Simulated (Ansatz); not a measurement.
C2HS, SMILES `C#C[S+]` (lower triplet) (charge 1, multiplicity 3). The linear singlet lies higher and needs more than one determinant, so no gap is given.

Cartesian coordinates (Å):
SMILES: C#C[S+]
```xyz
4

C     -0.7440     0.0048    -0.0864
C      0.5021    -0.0033     0.0585
S      2.0538    -0.0125     0.2355
H     -1.8120     0.0110    -0.2077
```
Charge +1, spin multiplicity 3.

Frozen-core energies in cc-pVTZ from Ansatz (an electronic-structure program) at a geometry from B3LYP-D3(BJ)/def2-TZVP; the HF reference has <S^2> = 2.34 and the T1 diagnostic is 0.041.

```json
[
 {"level": "HF", "energy (Ha)": "-473.51806"},
 {"level": "MP2", "energy (Ha)": "-473.89668"},
 {"level": "CCSD", "energy (Ha)": "-473.94097"}
]
```

### Question
Estimate the energies of CCSD(T), CCSDT and CCSDT(Q), and give each level's difference from CCSDT(Q).

### Answer

| level | energy (Ha) | difference from CCSDT(Q) (mHa) |
|---|---|---|
| MP2 | -473.89668 | 72.52 |
| CCSD | -473.94097 | 28.23 |
| CCSD(T) | -473.96500 | 4.20 |
| CCSDT | -473.96709 | 2.11 |
| CCSDT(Q) | -473.96920 | 0.00 |
